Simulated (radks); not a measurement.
Correlation energies from several functionals, in hartree. Species: Al12+ 1s1; Cs [Xe] 6s1; Zn [Ar] 3d10 4s2; Mg9+ [He] 2s1. Method: non-relativistic Kohn-Sham, r2SCAN, spin-polarised, spherical densities, point nucleus; meta-GGA in the generalised Kohn-Sham scheme; computed with a radial shooting solver on a logarithmic mesh with Libxc functionals. Every spin shell is full or empty, so the densities are truly spherical. Functionals are evaluated on that one density, not self-consistently.

| functional | Al12+ | Cs | Zn | Mg9+ |
|---|---|---|---|---|
| PW92 | -0.053512 | -5.2571 | -2.6541 | -0.25508 |
| VWN5 | -0.053431 | -5.2794 | -2.6665 | -0.25614 |
| PZ | -0.054031 | -5.2578 | -2.6500 | -0.25452 |
| Wigner | 0 | -2.9011 | -1.5849 | -0.11662 |
| PBE | -0.0061393 | -2.9568 | -1.4030 | -0.058391 |
| PBEsol | -0.0087298 | -3.3410 | -1.6093 | -0.076349 |
| LYP | 0 | -2.7790 | -1.4307 | -0.083486 |
| P86 | -0.011342 | -3.3569 | -1.5972 | -0.094242 |
| AM05 | -0.046673 | -4.9038 | -2.4430 | -0.22340 |
| OP (B88) | 0 | -2.6985 | -1.3760 | -0.084170 |
| TPSS | 0 | -2.9572 | -1.4074 | -0.056611 |
| revTPSS | 0 | -2.9927 | -1.4316 | -0.058836 |
| SCAN | 0 | -2.9491 | -1.4251 | -0.059145 |
| r2SCAN | 0 | -2.9675 | -1.4334 | -0.059264 |
| Tao-Mo | 0 | -2.8579 | -1.3381 | -0.041020 |
